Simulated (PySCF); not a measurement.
C$_{4}$H$_{10}$AlO (SMILES [CH3][Al+][O]C(C)C), charge +1, singlet, geometry from GFN2-xTB (such geometries of metal compounds can be far from the true shape). Base run: PBE/6-31G (PySCF).

Input for PySCF:
```python
from pyscf import gto, scf, dft, solvent

mol = gto.M(
    atom='''
Al   -0.108895    0.571394    1.337179
C     0.032116    1.183632    3.199243
H    -0.267825    0.370871    3.871765
H    -0.629343    2.046584    3.345672
H     1.068657    1.473858    3.408857
O    -0.275672    0.100965   -0.189199
C    -0.293284   -0.401610   -1.552106
C    -0.339141   -1.915668   -1.496014
C     0.934003    0.128947   -2.266277
H    -1.206293   -0.004616   -2.007122
H     0.564225   -2.303433   -1.028167
H    -0.412124   -2.316882   -2.503454
H    -1.205410   -2.248835   -0.927518
H     0.950891    1.216729   -2.236191
H     1.838500   -0.254257   -1.796789
H     0.917569   -0.187670   -3.305865
''',
    basis='6-31g',
    charge=1,
    spin=0,
    verbose=4,
)

mf = dft.RKS(mol)
mf.xc = 'pbe'
mf.kernel()
mf.analyze()
```

The base run was repeated with changes; each row names its change, and settings that it needs were set with it.

```csv
change,ΔE vs base (kJ/mol),HOMO-LUMO gap (eV)
base,0.00,3.93
model = IEF-PCM; solvent = chloroform,-192.5,4.46
model = IEF-PCM; solvent = chloroform; vdw_scale = 1.4,-164.9,4.31
model = IEF-PCM; solvent = chloroform; vdw_scale = 1.0,-249.5,4.69
model = IEF-PCM; solvent = chloroform; r_probe = 0.5,-154.8,4.27
model = ddCOSMO; solvent = chloroform,-174.3,4.37
model = IEF-PCM; solvent = methanol,-240.7,4.62
model = IEF-PCM; solvent = chloroform; vdw_scale = 1.1,-215.1,4.56
model = IEF-PCM; solvent = chloroform; lebedev_order = 41,-192.5,4.46
model = COSMO; solvent = chloroform,-175.6,4.43
model = IEF-PCM; solvent = 2-propanol,-234.9,4.60
model = IEF-PCM; solvent = chloroform; lebedev_order = 11,-192.8,4.45
```

The base is the gas phase, so ΔE is the electrostatic part of solvation at a fixed geometry, without cavity and dispersion terms.
